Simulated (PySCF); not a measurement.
## Mayer bond orders and bond lengths

C₆H₈N₂S.
SMILES with atom numbers: `[CH3:1][S:2][c:3]1[cH:4][n:5][n:6][c:7]([CH3:8])[cH:9]1` (hydrogens: H10, H11, H12 on C1; H13 on C4; H14, H15, H16 on C8; H17 on C9)

Geometry (GFN2-xTB, Å), atoms numbered from 1 in this order:
```xyz
17
C6H8N2S angstrom
C      3.3678   -0.1081    0.5139
S      1.9700    0.8970    1.0911
C      0.5779    0.1362    0.3386
C      0.6241   -1.0014   -0.4789
N     -0.4545   -1.5214   -1.0166
N     -1.6293   -1.0102   -0.8163
C     -1.7745    0.0632   -0.0513
C     -3.1644    0.5761    0.1351
C     -0.6800    0.6810    0.5552
H      3.2641   -1.1286    0.8703
H      3.4300   -0.0715   -0.5698
H      4.2516    0.3471    0.9505
H      1.5429   -1.5161   -0.7130
H     -3.2387    1.6048   -0.2126
H     -3.4330    0.5545    1.1899
H     -3.8556   -0.0455   -0.4259
H     -0.8055    1.5552    1.1761
```

Bond orders from the PBE0/pcSseg-1 density (PySCF). The structure is a single GFN2-xTB conformer in the gas phase; no vibrational or solvent corrections.

Task: Where do the orders between heavy atoms depart from those drawn in the SMILES?

Result: The largest departure is 0.281, at C3–C4 (drawn aromatic, 1.219), counting aromatic bonds as 1.5. The bonds drawn aromatic range from 1.22 to 1.52.

Task: Give the Mayer order of every bond, beside its length.

Result: 
```csv
bond,drawn as,length (Å),Mayer order
C1–S2,single,1.816,1.005
S2–C3,single,1.756,1.085
C3–C4,aromatic,1.402,1.219
C4–N5,aromatic,1.313,1.522
N5–N6,aromatic,1.297,1.327
N6–C7,aromatic,1.326,1.501
C7–C8,single,1.493,1.045
C7–C9,aromatic,1.395,1.300
C9–C3,aromatic,1.388,1.400
C1–H10,single,1.086,0.940
C1–H11,single,1.086,0.941
C1–H12,single,1.086,0.953
C4–H13,single,1.079,0.984
C8–H14,single,1.088,0.951
C8–H15,single,1.089,0.950
C8–H16,single,1.086,0.952
C9–H17,single,1.080,0.982
```

By pair of heavy elements: C–S: lowest C1–S2 (1.005, 1.816 Å), highest S2–C3 (1.085, 1.756 Å). C–C: lowest C7–C8 (1.045, 1.493 Å), highest C9–C3 (1.400, 1.388 Å). C–N: lowest N6–C7 (1.501, 1.326 Å), highest C4–N5 (1.522, 1.313 Å).

Task: Sum the orders of all bonds at each heavy atom with more than one neighbour and set the sums beside the valence in the SMILES.

Result: C1 3.839 (drawn 4), S2 2.090 (drawn 2), C3 3.704 (drawn 4), C4 3.725 (drawn 4), N5 2.849 (drawn 3), N6 2.828 (drawn 3), C7 3.846 (drawn 4), C8 3.898 (drawn 4), C9 3.682 (drawn 4). Orders between atoms that aren't bonded are not in these sums.

Mayer orders depend on the basis set.

These values come from a run that also computed NMR shieldings. Cost: about 1.9 min of CPU time on one thread (grids of density and orbitals included); the machine was shared, so the figure is rough.
